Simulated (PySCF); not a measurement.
**What PySCF settings do for ZnSe**

Base input, run as `OMP_NUM_THREADS=1 python input.py` with PySCF 2.14:

```python
from pyscf import gto, scf, mp

mol = gto.M(
    atom='Zn 0 0 0; Se 0 0 2.037',
    basis='sbkjc',
    ecp={'Zn': 'sbkjc', 'Se': 'sbkjc'},
    charge=0,
    spin=0,
    verbose=4,
)
mf = scf.UHF(mol)
mf.kernel()
mp.MP2(mf).kernel()
mf.dip_moment()
print('orbital energies (hartree):', [e[max(0, n-3):n+3].round(4) for e, n in zip(mf.mo_energy, mol.nelec)])
```

Base result: E(SCF) = -234.055644 Eh, 15 cycles, E(MP2) − E(SCF) = -0.47236 Eh, μz(SCF) = -6.62 D. At this level a UHF run with spin=2 ends 0.16 eV lower; the true order of the states can differ. The bond length is a typed value, not an optimised one. No search for the lowest solution was made.

It ran on Intel Xeon Platinum 8259CL @ 2.50GHz (1 thread, shared host) in 1.3 s, peak memory 0.12 GiB.

Each row names what differs from the base; energies in brackets are changes from the base.

```tsv
change	result	wall time (s)
spin-free X2C: off → on [unsound on purpose]	stops with NotImplementedError	0.74
electric field along z (a.u.): none → -0.01	E(SCF) = -234.085842 Eh (-0.8217 eV), 15 cycles, E(MP2) − E(SCF) = -0.46428 Eh, μz(SCF) = -8.69 D	1.3
level shift (hartree): none → 0.5 [may be another electronic state] [ends in another solution than the base] [spin-contaminated]	E(SCF) = -233.909769 Eh (+3.9695 eV), 27 cycles, E(MP2) − E(SCF) = -0.45451 Eh, ⟨S²⟩ = 1.000, μz(SCF) = 5.33 D	1.3
functional: none (Hartree–Fock) → mn15l; SCF type: UHF → UKS; step after the SCF: mp2 → analyze	E(SCF) = -234.304902 Eh, 15 cycles, μz(SCF) = -4.67 D	5.9
charge: 0 → 1; spin (2S): 0 → 1 [another spin of the ion may lie lower]	E(SCF) = -233.789787 Eh (+7.2343 eV), E(MP2) − E(SCF) = -0.43970 Eh, ⟨S²⟩ = 0.767	1.3
PCM solvent, dielectric constant: none → 32.6; step after the SCF: mp2 → analyze [may be another electronic state]	E(SCF) = -234.131954 Eh (-2.0765 eV), 14 cycles, μz(SCF) = -13.10 D	3.2
spin (2S): 0 → 2 [a high spin state]	E(SCF) = -234.061368 Eh (-0.1558 eV), E(MP2) − E(SCF) = -0.44160 Eh, ⟨S²⟩ = 2.007, μz(SCF) = -1.42 D	1.2
smearing width (hartree): none → 0.2; step after the SCF: mp2 → none [unsound on purpose]	E(SCF) = -232.688231 Eh (+37.2092 eV), μz(SCF) = 2.76 D	1.3
geometry: bond 2.037 → bond 3.055 [an earlier cycle lay lower, so not the lowest solution of its kind] [stretched restricted solution, likely unstable]	E(SCF) = -233.992582 Eh (+1.7160 eV), E(MP2) − E(SCF) = -0.44371 Eh, μz(SCF) = 1.70 D	1.2
functional: none (Hartree–Fock) → wb97; SCF type: UHF → UKS; step after the SCF: mp2 → analyze	E(SCF) = -235.461370 Eh, 15 cycles, μz(SCF) = -5.46 D	5.1
SCF type: UHF → RHF	E(SCF) = -234.055644 Eh (+0.0000 eV), 15 cycles, E(MP2) − E(SCF) = -0.47236 Eh, μz(SCF) = -6.62 D	1.1
basis set: sbkjc → minao; core potential: on → off	E(SCF) = -4177.596495 Eh, 10 cycles, E(MP2) − E(SCF) = -0.01189 Eh, μz(SCF) = -6.42 D	3.8
geometry: bond 2.037 → bond 6.111 [stretched restricted solution, likely unstable]	E(SCF) = -234.059071 Eh (-0.0933 eV), 15 cycles, E(MP2) − E(SCF) = -0.43197 Eh, μz(SCF) = 0.07 D	1.2
basis set: sbkjc → 6-31g; core potential: on → off	E(SCF) = -4176.935574 Eh, E(MP2) − E(SCF) = -0.46517 Eh, μz(SCF) = -7.13 D	2.4
second-order solver: off → on [may be another electronic state] [ends in another solution than the base]	E(SCF) = -230.010064 Eh (+110.0858 eV), E(MP2) − E(SCF) = -0.40161 Eh, μz(SCF) = 2.89 D	2.6
frozen orbitals: 0 → 1	E(SCF) = -234.055644 Eh (+0.0000 eV), 15 cycles, E(MP2) − E(SCF) = -0.44977 Eh, μz(SCF) = -6.62 D	1.3
basis set: sbkjc → cc-pvtz-f13; core potential: on → off [unsound on purpose]	stops with BasisNotFoundError (cc-pvtz-f13)	0.82
PCM solvent, dielectric constant: none → 78.36; step after the SCF: mp2 → analyze [may be another electronic state]	E(SCF) = -234.134213 Eh (-2.1380 eV), 14 cycles, μz(SCF) = -13.25 D	3
geometry: bond 2.037 → bond 0.5 [unsound on purpose]	E(SCF) = -192.565433 Eh, 12 cycles, E(MP2) − E(SCF) = -0.22775 Eh, μz(SCF) = 1.82 D	1.7
spin (2S): 0 → 4 [a high spin state]	E(SCF) = -233.902766 Eh (+4.1600 eV), 13 cycles, E(MP2) − E(SCF) = -0.42974 Eh, ⟨S²⟩ = 6.006, μz(SCF) = 4.91 D	1.2
```

Problem. Order these changes by how far they move the SCF energy from the base, largest first: (1) PCM solvent, dielectric constant: none → 32.6; step after the SCF: mp2 → analyze; (2) PCM solvent, dielectric constant: none → 78.36; step after the SCF: mp2 → analyze; (3) electric field along z (a.u.): none → -0.01; (4) geometry: bond 2.037 → bond 3.055.

Solution. (2) -2.1380 eV, (1) -2.0765 eV, (4) +1.7160 eV, (3) -0.8217 eV.
